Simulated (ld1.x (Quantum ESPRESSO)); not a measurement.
**u(r) = r·R(r): atom against pseudo-atom (Br)**

Columns: radius, all-electron u(r) and pseudo u(r) of the 4p shell (level -8.16 eV) of bromine in the configuration [Ne] 3s2 3p6 3d10 4s1.75 4p5.25; LDA (PZ), scalar-relativistic, PAW scheme, ld1.x (Quantum ESPRESSO) 7.5.

| r (bohr) | all-electron | pseudo |
| --- | --- | --- |
| 0.065 | 0.1785 | -0.0555 |
| 0.130 | 0.1813 | -0.2070 |
| 0.195 | 0.0173 | -0.4143 |
| 0.260 | -0.1639 | -0.6230 |
| 0.325 | -0.2886 | -0.7800 |
| 0.390 | -0.3408 | -0.8475 |
| 0.455 | -0.3300 | -0.8117 |
| 0.520 | -0.2737 | -0.6842 |
| 0.585 | -0.1885 | -0.4954 |
| 0.650 | -0.0876 | -0.2839 |
| 0.715 | 0.0192 | -0.0836 |
| 0.780 | 0.1251 | 0.0846 |
| 0.845 | 0.2259 | 0.2160 |
| 0.910 | 0.3187 | 0.3179 |
| 0.975 | 0.4021 | 0.4021 |
| 1.040 | 0.4755 | 0.4755 |
| 1.105 | 0.5388 | 0.5388 |
| 1.170 | 0.5923 | 0.5923 |
| 1.235 | 0.6366 | 0.6366 |
| 1.300 | 0.6723 | 0.6723 |
| 1.365 | 0.7002 | 0.7002 |
| 1.430 | 0.7211 | 0.7211 |
| 1.495 | 0.7356 | 0.7356 |
| 1.560 | 0.7447 | 0.7447 |
| 1.625 | 0.7488 | 0.7488 |
| 1.690 | 0.7487 | 0.7487 |

Question: How many radial nodes do the two functions have?

Answer: The all-electron 4p function has n − l − 1 = 2; the pseudo-wave has 1, since 1 lower shell of the same l stays in the valence.

Question: At about which radius was the pseudo-wave matched?

Answer: 1.00 bohr, where the columns begin to agree (steps of 0.07 bohr).

Question: Is the pseudo-wave norm-conserving?

Answer: No, it belongs to a PAW set: the norm inside the radius is not constrained, and the difference is carried by the augmentation charge.
